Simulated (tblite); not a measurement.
C₅H₆F₃NSi.
Atom-mapped SMILES: `[N:1]#[C:2][C@H:3]1[CH2:4][Si@H:5]([C:6]([F:7])([F:8])[F:9])[CH2:10]1` (hydrogens: H11 on C3; H12, H13 on C4; H14 on Si5; H15, H16 on C10)

The geometry is computed with GFN2-xTB (gas phase).

Problem. What internal coordinates does the optimisation give?

Solution. 
```tsv
bond	length (Å)	order
N1≡C2	1.144	triple
C2–C3	1.436	single
C3–C4, C3–C10	1.554	single
C4–Si5, Si5–C10	1.909	single
Si5–C6	1.949	single
C6–F7, C6–F8, C6–F9	1.347	single
C3–H11	1.092	single
C4–H12, C10–H15	1.089	single
C4–H13, C10–H16	1.087	single
Si5–H14	1.458	single
```

Bonds in one row agree within 0.01 Å and their mean is given. Orders are formal, as drawn. A selection of angles:
```tsv
angle	degrees
N1–C2–C3	178.5
C2–C3–C4	110.6
C4–C3–C10	100.2
C3–C4–Si5	90.3
C4–Si5–C6	113.7
C4–Si5–C10	77.3
Si5–C6–F7	112.3
Si5–C6–F8	112.9
F7–C6–F8	106.3
```

Torsions: C2–C3–C4–Si5 106° (anticlinal); C3–C4–Si5–C6 120° (anticlinal); C4–Si5–C6–F7 77° (synclinal); C4–Si5–C10–C3 -9° (synperiplanar); C2–C3–C10–Si5 -105° (anticlinal).

Si5 (SiH silicon) has angles from 77.3° to 122.2°. The 3 C–C bonds span 1.436 Å (C2–C3, drawn single) to 1.554 Å (C3–C4, drawn single), a spread of 0.118 Å. The C–Si distances run from 1.909 Å (C4–Si5, drawn single) to 1.949 Å (Si5–C6, drawn single), a spread of 0.040 Å. The 4-membered ring C3–C4–Si5–C10 has internal angles of 77.3° to 100.2° (sum 358°, against 360° for a flat polygon); it is puckered, 0.08 Å rms from its mean plane, widest ring torsion 11°. All 3 C–F bonds measure 1.346 to 1.347 Å.

Point group: Cs (tolerance 0.08 Å). Its GFN2-xTB frequencies are all real (lowest 22 cm⁻¹). One conformer, not necessarily the lowest.

On one thread of an Arm Neoverse V1, shared host with 32 logical CPUs at a one-minute load of 16, this took 0.7 s wall. That covers the optimisation of the geometry.
